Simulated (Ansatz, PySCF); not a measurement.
This PySCF input computes a PBE/def2-TZVPD energy:

```python
from pyscf import gto, scf, dft

mol = gto.M(
    atom='''
    Si    0.07258649   -0.41862332    0.20538925
    O    -0.18230483    1.05176462   -0.29647378
    H    -0.94504931   -1.47873300   -0.25148890
    H     1.38727705   -1.07465746   -0.25217031
    ''',
    basis='def2-tzvpd',
    charge=-1,
    spin=1,
    verbose=4,
)

mf = dft.UKS(mol, xc='pbe').density_fit(auxbasis='def2-universal-jkfit')
mf.grids.level = 3
mf.conv_tol = 1e-9
mf.max_cycle = 100
mf.max_memory = 1500
mf.kernel()
if not mf.converged:
    mf = mf.newton()
    mf.kernel(mf.make_rdm1())
for _ in range(2):
    mo, _, stable, _ = mf.stability(return_status=True)
    if stable:
        break
    mf.kernel(mf.make_rdm1(mo, mf.mo_occ))
mf.analyze()
```

### Question
Write an input for the same energy in Ansatz (a quantum-chemistry and plane-wave program) and say what it gives.

### Answer

Ansatz 0.2 input:
```yaml
crystal:
  periodic: [false, false, false]
  atoms:
    - {symbol: Si, position_ang: [0.07258649, -0.41862332, 0.20538925]}
    - {symbol: O, position_ang: [-0.18230483, 1.05176462, -0.29647378]}
    - {symbol: H, position_ang: [-0.94504931, -1.47873300, -0.25148890]}
    - {symbol: H, position_ang: [1.38727705, -1.07465746, -0.25217031]}
basis:
  gaussian:
    orbitals: def2-TZVPD
hamiltonian:
  xc: {name: PBE}
total_charge: -1
magnetization: {spin_polarized: true, initial_magnetization: 1}
output: {forces: true}
```
It gives -365.74960 Eh, and PySCF -365.74965 Eh, a difference of 0.05 mEh, from the treatment of integrals and grids.
